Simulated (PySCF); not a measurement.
Gas-phase reaction: GaCl₂NH₂ → GaCl₂ + NH₂

Energies from PySCF, thermal terms from the rigid-rotor harmonic-oscillator model, ideal gas at 1 bar. † marks an energy on the PBE0/def2-TZVP geometry and frequencies; other levels use their own. CCSD(T) freezes the core. Open shells (unrestricted): GaCl₂ (multiplicity 2), NH₂ (multiplicity 2); the rest are closed-shell singlets. Ga: all electrons, no relativistic terms. GaCl₂NH₂, GaCl₂: computed as isolated molecules; such fragments, hydroxides, amides, oligomers or adducts are transient or little studied in the gas. CCSD(T) isn't extrapolated to the basis-set limit. Warning, point group unlike the PBE0 one: GaCl₂NH₂ (PBE/def2-SVP).

r2SCAN/def2-TZVP† gives ΔH°(298 K) = 347 kJ.

Problem. What do CCSD(T)/def2-TZVPP†, ωB97X-V/def2-TZVP†, PBE/def2-SVP give?

Solution. CCSD(T)/def2-TZVPP†: 373 kJ; ωB97X-V/def2-TZVP†: 377 kJ; PBE/def2-SVP: 359 kJ. For scale, ΔH°(298 K) is 347 kJ at this level, 370 kJ at ωB97M-V/def2-TZVP†, and runs from 242 to 430 kJ over the 20 levels computed.
